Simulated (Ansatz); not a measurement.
`[CH3][Ge]([F])([F])[Cl]` → `[CH2]` (triplet) + `[F][GeH]([F])[Cl]`  (formal loss of a carbene)

Gas-phase electronic energies from Ansatz, PBE0-D4/def2-TZVP geometries. CCSD(T)/CBS adds triple-zeta CCSD(T) − MP2 to the extrapolated MP2 energy (def2 sets, frozen cores). This one scheme is used for every species. DFT in def2-TZVPP. B3LYP here is the variant with VWN-RPA as its local correlation; programs differ in this. Triplets are unrestricted, without spin–orbit coupling. For Ge outer-core shells are correlated without core-valence functions, which leaves a few kJ/mol of doubt a bond. Scalar relativity is left out up to krypton.

(1) Is it downhill or uphill in electronic energy at CCSD(T)/CBS, and by how much? (Estimate.)

(2) What do these levels give: PBE-D4, r2SCAN-D4, B3LYP-D4, r2SCANh-D4, r2SCAN0-D4, PBE-QIDH, revPBE, r2SCAN, LC-ωPBE, HF/def2-TZVPP, HF/def2-QZVPP, CCSD/CBS(def2)? (Estimate.)

Largest T1 diagnostic among the species: 0.012.

Answers

(1) Computed: Uphill: ΔE = +493.1 kJ/mol.

(2) Ansatz gave: PBE-D4 495.1, r2SCAN-D4 469.3, B3LYP-D4 482.5, r2SCANh-D4 467.7, r2SCAN0-D4 465.4, PBE-QIDH 487.4, revPBE 464.1, r2SCAN 467.6, LC-ωPBE 478.5, HF/def2-TZVPP 340.4, HF/def2-QZVPP 339.5, CCSD/CBS(def2) 481.7 kJ/mol.

From PBE to PBE0 (25 % exact exchange), in def2-TZVPP and without D4, ΔE moves by −6.8 kJ/mol. In def2-TZVPP, CCSD(T) changes the Hartree–Fock value by +140.3 kJ/mol (the triples alone add +11.4 kJ/mol) and MP2 by +155.1 kJ/mol. The D4 term adds +10.3 kJ/mol with B3LYP and +5.6 kJ/mol with PBE0; it sums over pairs of atoms, weighted by their polarisabilities, and B3LYP, whose exchange is more repulsive, gets the larger term.
